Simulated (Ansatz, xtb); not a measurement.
Molecule: CdF₂ (charge -1, doublet). The spin state was set by rule; other spins were not relaxed. SMILES of the parent species: [F][Cd][F]
Coordinates optimised at B3LYP-D3(BJ)/def2-TZVP (Ansatz, a quantum-chemistry and plane-wave program):
```xyz
3

Cd     0.2902     0.0012    -0.0413
F     -0.9476     1.3752    -1.0698
F     -0.6000    -1.3816     1.2902
```
Charge -1, spin multiplicity 2.

Harmonic wavenumbers from GFN2-xTB (xtb, at its own minimum), cm⁻¹: 106, 225, 232.

Give the harmonic wavenumbers at B3LYP-D3(BJ)/def2-TZVP (Ansatz, finite differences of forces, unscaled).

103, 389, 394 cm⁻¹. Zero-point energy 1.3 kcal/mol.

From these and the geometry, give the ideal-gas thermochemistry at 298.15 K and 1 atm (rigid rotor, harmonic oscillator).

Point group C2v, rotational symmetry number 2. Rotational constants 15.41, 4.003, 3.178 GHz. S(trans) 40.93, S(rot) 23.53, S(vib) 5.39, S(elec, spin only) 1.38, S 71.2 cal/(mol K). H(298) - H(0) 3.23 kcal/mol; G - E(el) -16.7 kcal/mol.
